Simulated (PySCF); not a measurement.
Computed vibrations of [Gd(NH2)2]+

[Gd(NH2)2]+ (singlet in the valence; each metal's 4f electrons, 7 of them, lie in its core potential, out of spins and levels). PySCF 2.14.0, RKS PBE0, Gd lcecp-1-SVP with ECP53, N def2-SVP, H def2-SVP; non-relativistic Hamiltonian with scalar-relativistic core potentials where named; density fitting; no spin-orbit coupling. Central differences of gradients.

```xyz
7

Gd    0.0000    0.1324   -0.1797
N     1.6607   -0.6229    0.8456
H     1.6017   -1.2271    1.6699
H     2.6585   -0.4938    0.6613
N    -1.6607   -0.6229    0.8456
H    -2.6585   -0.4938    0.6613
H    -1.6017   -1.2271    1.6699
```

Run from Python with OMP_NUM_THREADS=2. Where DIIS fails, smearing, a level shift and second-order steps follow.
It took 52 s on 2 threads of Arm Neoverse V1 (shared host).

Question: What are the harmonic wavenumbers and infrared intensities?

Answer: Negative numbers are unstable modes, those under 60 cm⁻¹ near the noise; a finer grid moves soft modes by up to 10 cm⁻¹.
```json
{"cm⁻¹": "134", "km/mol": "0.0"}
{"cm⁻¹": "239", "km/mol": "0.0"}
{"cm⁻¹": "266", "km/mol": "3.3"}
{"cm⁻¹": "371", "km/mol": "24.2"}
{"cm⁻¹": "448", "km/mol": "38.5"}
{"cm⁻¹": "605", "km/mol": "156.5"}
{"cm⁻¹": "610", "km/mol": "0.3"}
{"cm⁻¹": "622", "km/mol": "43.7"}
{"cm⁻¹": "633", "km/mol": "503.1"}
{"cm⁻¹": "1503", "km/mol": "38.9"}
{"cm⁻¹": "1513", "km/mol": "34.0"}
{"cm⁻¹": "3517", "km/mol": "139.9"}
{"cm⁻¹": "3522", "km/mol": "69.0"}
{"cm⁻¹": "3600", "km/mol": "52.5"}
{"cm⁻¹": "3601", "km/mol": "46.4"}
```

Question: Is this a minimum?

Answer: Yes. Ideal gas at 298.15 K and 1 bar: S = 337.4 J/(mol K), Cp = 85.4 J/(mol K), H − H(0 K) = 17.4 kJ/mol (rigid rotor, harmonic modes, spin degeneracy alone, that of the 4f electrons in the core included).

An lcecp potential fixes the number of 4f electrons, so in runs with it no electron can move into or out of that shell.
